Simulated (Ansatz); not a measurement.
One change: `[CH3][Al]1[CH2][SiH]1F` becomes `F[SiH]1[CH2][AlH]1`.

Ansatz, PBE0-D4/def2-TZVP geometries, multiplicity 1. 

| property | `[CH3][Al]1[CH2][SiH]1F` |
| --- | --- |
| LUMO energy (PBE0/def2-TZVPP) / eV | -1.59 |
| LUMO energy (PBE/def2-TZVPP) / eV | -2.36 |
| HOMO–LUMO gap (PBE0/def2-TZVPP) / eV | 4.52 |
| size of the dipole moment (B3LYP/def2-TZVPP) / D | 3.23 |
| LUMO energy (ωB97M-V/def2-TZVPP) / eV | 0.11 |
| HOMO energy (PBE/def2-TZVPP) / eV | -5.10 |

(1) Give the same properties after the change, and the shifts. (Estimate.)

Results:

(1) The calculation gave: 
```tsv
property	`F[SiH]1[CH2][AlH]1`	shift
LUMO energy (PBE0/def2-TZVPP) / eV	-2.00	-0.41
LUMO energy (PBE/def2-TZVPP) / eV	-2.77	-0.41
HOMO–LUMO gap (PBE0/def2-TZVPP) / eV	4.33	-0.19
size of the dipole moment (B3LYP/def2-TZVPP) / D	2.20	-1.03
LUMO energy (ωB97M-V/def2-TZVPP) / eV	-0.30	-0.41
HOMO energy (PBE/def2-TZVPP) / eV	-5.33	-0.23
```

With PBE0 the HOMO falls by 0.22 eV and the LUMO falls by 0.41 eV, so the gap narrows by about 0.19 eV. PBE moves the HOMO by -0.23 eV and ωB97M-V by -0.21 eV. Dipoles are sizes alone; their direction can turn.

B3LYP here is the variant with VWN-RPA as its local correlation; programs differ in this.
